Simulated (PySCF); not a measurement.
**Basis-set dependence of SiBi⁺ at PBE0**

PySCF, UKS reference; triplet, unpaired electrons π ↑↑; De to Si + Bi⁺ without counterpoise correction.

```csv
basis,relativity,functions,Re (Å),ωe (cm⁻¹),De (eV),μ (D)
def2-SVP,scalar-relativistic core potentials,44,2.612,326,n/a,-3.56
cc-pV(D+d)Z/cc-pVDZ-PP,scalar-relativistic core potentials,46,2.608,327,n/a,-3.68
def2-SVPD,scalar-relativistic core potentials,56,2.613,326,n/a,-3.58
```

(1) How does each smaller set differ from the one with most functions, def2-SVPD?

A positive dipole points towards Bi; it is taken about the centre of mass and depends on that origin. These are scalar-relativistic numbers at best; spin–orbit coupling would shift them, the dissociation energy most. The state was picked by a PBE0 search and need not be the measured ground state.

Answers

(1) def2-SVP: -0.1 pm, +0.0 % in ωe; cc-pV(D+d)Z/cc-pVDZ-PP: -0.5 pm, +0.3 % in ωe. All at PBE0; the set with most functions is neither the basis-set limit nor always the best.
